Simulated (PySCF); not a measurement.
Calculation: TPSSh-D3(BJ)/def2-TZVP // PBE-D3(BJ)/def2-SVP in PySCF. Gas-phase values, no solvent. 

Reference species: [Co(NH3)4]2+ (excited doublet) (charge +2, multiplicity 2).

```yaml
mean_distance_from_the_central_atom_to_its_bonded_neighbours: 1.989 Å
coordination_number: 4
spin population on the central atom (Mulliken): 1.08
highest_occupied_spin_orbital: -15.22 eV
```

Changed species: [Rh(NH3)4]2+ (M = Rh, multiplicity 2; the reference has M = Co, multiplicity 2).

Problem. Predict the effect on the mean distance from the central atom to its bonded neighbours, coordination number, spin population on the central atom (Mulliken) and highest occupied spin orbital.

Solution. the mean distance from the central atom to its bonded neighbours rises by 0.128 Å, to 2.117 Å; the coordination number stays essentially unchanged; the spin population on the central atom (Mulliken) decreases by 0.04, to 1.04; the highest occupied spin orbital decreases by 0.11 eV, to -15.33 eV.
